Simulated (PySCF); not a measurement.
# Working out the excitation energy of Mo

Mo [Kr] 4d5 5s1 (7S) → Mo [Kr] 4d4 5s2 (5D). All numbers are calculated (PySCF 2.14, scalar relativity through the core potential, in aug-cc-pVDZ-PP with ECP28MDF). Frozen: 4s2 4p6. Energies in hartree (1 hartree = 27.21139 eV):

```
            part  Mo (lower)  Mo (upper)
             UHF  -67.344195  -67.261335
CCSD correlation   -0.074596   -0.094450
             (T)   -0.001366   -0.004412
```

Task: What does Hartree-Fock give?

Result: (-67.261335) − (-67.344195) = 0.082860 hartree = 2.255 eV.

Task: What do CCSD and CCSD(T) give?

Result: The CCSD correlation energies differ by -0.019854 hartree = -0.540 eV and the triples by -0.003046 hartree = -0.083 eV, so CCSD gives 1.715 eV and CCSD(T) 1.632 eV.

A double-zeta basis recovers only part of the correlation energy.
